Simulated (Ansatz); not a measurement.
Input for Ansatz (development build ahead of 0.2.0):

```yaml
crystal:
  periodic: [false, false, false]
  atoms:
    - { symbol: C, position_ang: [-0.74483, -0.49219, -1.25402] }
    - { symbol: Br, position_ang: [0.19042, 0.15887, 0.34369] }
    - { symbol: H, position_ang: [-1.29287, -1.37127, -0.96605] }
    - { symbol: H, position_ang: [-1.38746, 0.30513, -1.59001] }
    - { symbol: H, position_ang: [0.02544, -0.72108, -1.98927] }
basis:
  gaussian: { orbitals: def2-SVP }
total_charge: 1
magnetization:
  spin_polarized: true
  initial_magnetization: 1
hamiltonian:
  xc: hf
output:
  forces: true
```

The input is written out in the form of the current development build from the run's settings.

Output:

```
Converged                       : yes
Total energy                    : -2611.32868 hartree
Spin squared of the determinant : 0.759
Stability test                  : minimum
```

Forces (eV/Å):
| atom | Fx | Fy | Fz |
| --- | --- | --- | --- |
| C1 | -0.267 | -0.230 | -0.644 |
| Br2 | 0.158 | 0.067 | 0.130 |
| H3 | -0.068 | -0.322 | 0.294 |
| H4 | -0.052 | 0.385 | 0.033 |
| H5 | 0.228 | 0.101 | 0.186 |
